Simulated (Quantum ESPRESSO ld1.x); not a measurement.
Task: Radial electron density D(r) = 4 pi r^2 rho(r) of an atom or ion with 39 electrons. Calculated with ld1.x of Quantum ESPRESSO 7.5: scalar-relativistic Kohn-Sham, LDA (Slater exchange, Perdew-Wang correlation), spin-polarised, spherical densities, point nucleus.

| r (bohr) | D(r) (e/bohr) | spin D(r) |
|---|---|---|
| 0.001277 | 6.136 | -0.000109 |
| 0.00144 | 7.429 | -0.000132 |
| 0.001637 | 9.083 | -0.000161 |
| 0.001846 | 10.93 | -0.000193 |
| 0.002081 | 13.11 | -0.000231 |
| 0.002365 | 15.85 | -0.000279 |
| 0.002667 | 18.85 | -0.000330 |
| 0.003007 | 22.31 | -0.000390 |
| 0.00339 | 26.25 | -0.000457 |
| 0.003853 | 31.02 | -0.000537 |
| 0.004344 | 36.00 | -0.000620 |
| 0.004898 | 41.46 | -0.000710 |
| 0.005567 | 47.71 | -0.000812 |
| 0.006277 | 53.87 | -0.000910 |
| 0.007077 | 60.14 | -0.00101 |
| 0.007979 | 66.30 | -0.00110 |
| 0.009069 | 72.45 | -0.00118 |
| 0.01023 | 77.49 | -0.00122 |
| 0.01153 | 81.51 | -0.00122 |
| 0.0131 | 84.35 | -0.00113 |
| 0.01477 | 85.46 | -0.000900 |
| 0.01666 | 85.06 | -0.000400 |
| 0.01878 | 83.32 | 0.000585 |
| 0.02135 | 80.55 | 0.00263 |
| 0.02407 | 77.85 | 0.00626 |
| 0.02714 | 76.00 | 0.0128 |
| 0.03084 | 76.03 | 0.0256 |
| 0.03477 | 78.70 | 0.0466 |
| 0.03921 | 84.16 | 0.0820 |
| 0.04421 | 91.87 | 0.140 |
| 0.05024 | 101.1 | 0.238 |
| 0.05665 | 108.6 | 0.379 |
| 0.06387 | 112.7 | 0.581 |
| 0.07259 | 112.0 | 0.879 |
| 0.08185 | 106.2 | 1.24 |
| 0.09228 | 97.39 | 1.66 |
| 0.1041 | 88.56 | 2.10 |
| 0.1183 | 83.02 | 2.50 |
| 0.1333 | 83.62 | 2.71 |
| 0.1503 | 89.06 | 2.65 |
| 0.1709 | 96.02 | 2.20 |
| 0.1926 | 98.27 | 1.48 |
| 0.2172 | 92.56 | 0.655 |
| 0.2449 | 78.81 | 0.0646 |
| 0.2783 | 59.74 | 0.114 |
| 0.3138 | 43.91 | 1.05 |
| 0.3538 | 34.44 | 2.78 |
| 0.4022 | 31.57 | 4.98 |
| 0.4534 | 31.98 | 6.64 |
| 0.5113 | 30.99 | 7.28 |
| 0.5764 | 26.41 | 6.69 |
| 0.6552 | 18.54 | 5.05 |
| 0.7387 | 10.99 | 3.23 |
| 0.8329 | 5.340 | 1.71 |
| 0.9466 | 1.949 | 0.691 |
| 1.067 | 0.5949 | 0.234 |
| 1.203 | 0.1405 | 0.0620 |
| 1.357 | 0.02504 | 0.0124 |
| 1.542 | 0.002823 | 0.00159 |
| 1.739 | 0.0002554 | 0.000161 |

What is the nuclear charge?

Result: Z = 64. The innermost maximum, from 1s, lies near gamma/Z bohr with gamma = sqrt(1 - (Z/c)^2) = 0.884, here 0.0138 bohr (found: 0.0151), and its height grows with Z. The density is that of the gadolinium ion Gd25+ in [Kr] 4d3; the configuration itself is not fixed sharply by these data, and Z only to a few units. D(r) has 4 maxima, at r = 0.0151, 0.0670, 0.188, 0.464 bohr, and minima at 0.0289, 0.124, 0.405 bohr, inside which lie 1.93, 11.08, 29.43 electrons.
